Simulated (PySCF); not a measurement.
Zr(Cl)3(OH) cation (Cl3HOZr), SMILES [OH][Zr]([Cl])([Cl])[Cl] (connectivity only; charge and spin as stated), charge +1, multiplicity 2.

Coordinates come from a PBE0-D3(BJ)/def2-SVP optimisation. A frequency run showed that this geometry is not a minimum. The multiplicity is an assumed one; no other spin state was optimised. The isomer is the one that the SMILES or the coordinates give; other isomers of the formula were not compared. The def2 effective core potentials stand for the cores of Zr; spin–orbit coupling is left out. Other conformers were not sampled.

Level of theory: PySCF with r2SCAN/def2-TZVP.

Gas-phase values at a fixed geometry.

| Property | Value |
|---|---|
| total energy | -1503.37825 hartree |
| point group | Cs |
| α spin, highest occupied and lowest empty level | -13.71 and -8.46 eV |
| β spin, highest occupied and lowest empty level | -13.49 and -13.17 eV |
| dipole moment about the centre of nuclear charge | 2.74 D |
| mean static polarisability | 108.0 bohr³ (16.01 Å³) |
| polarisability, principal values | 75.2, 107.6, 141.3 bohr³ |
| ⟨S²⟩ | 0.758 (pure state 0.75) |
